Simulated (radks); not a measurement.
Results of a calculation; reference values are marked as such.
Isoelectronic series with 15 electrons, each ion in its NIST ground configuration. Code: a radial shooting solver on a logarithmic mesh with Libxc functionals. Model: scalar-relativistic Kohn-Sham, SCAN, spin-polarised, spherical densities, finite nucleus; open shells are filled with parallel spins first (spin-orbit coupling, left out, can overturn this in heavy ions); meta-GGA in the generalised Kohn-Sham scheme; Fermi nuclear charge, rms radius of each element as measured or else 0.836 A^(1/3) + 0.57 fm. Total energies (hartree) and orbital eigenvalues (hartree):

ion    configuration  E (hartree)      3p up    3s down      3s up    2p down
P       [Ne] 3s2 3p3   -342.16102   -0.24565   -0.44286   -0.57759   -4.63646
Ar3+    [Ne] 3s2 3p3   -526.39408   -1.92637   -2.30360   -2.53652  -10.31882
Sc6+    [Ne] 3s2 3p3   -752.58382   -4.68796   -5.26076   -5.58101  -18.36744
Cr9+    [Ne] 3s2 3p3  -1020.92447   -8.48490   -9.26662   -9.67072  -28.72485
Zn15+   [Ne] 3s2 3p3  -1685.43579  -19.15188  -20.40689  -20.97446  -56.34049
Kr21+   [Ne] 3s2 3p3  -2523.44145  -33.92343  -35.76377  -36.49407  -93.20685
Mo27+   [Ne] 3s2 3p3  -3539.59880  -52.84032  -55.44113  -56.33534  -139.4377
Cd33+   [Ne] 3s2 3p3  -4739.77515  -75.96412  -79.58433  -80.64483  -195.1876
Sb36+   [Ne] 3s2 3p3  -5411.07552  -89.12738  -93.38748  -94.53227  -226.6900
Xe39+   [Ne] 3s2 3p3  -6131.21333  -103.3728  -108.3810  -109.6109  -260.6459
La42+   [Ne] 3s2 3p3   -6901.3498  -118.7127  -124.5959  -125.9120  -297.0842
Nd45+   [Ne] 3s2 3p3   -7722.7642  -135.1601  -142.0669  -143.4701  -336.0361
Eu48+   [Ne] 3s2 3p3   -8596.8320  -152.7293  -160.8320  -162.3234  -377.5349
Dy51+   [Ne] 3s2 3p3   -9525.1524  -171.4354  -180.9348  -182.5156  -421.6162
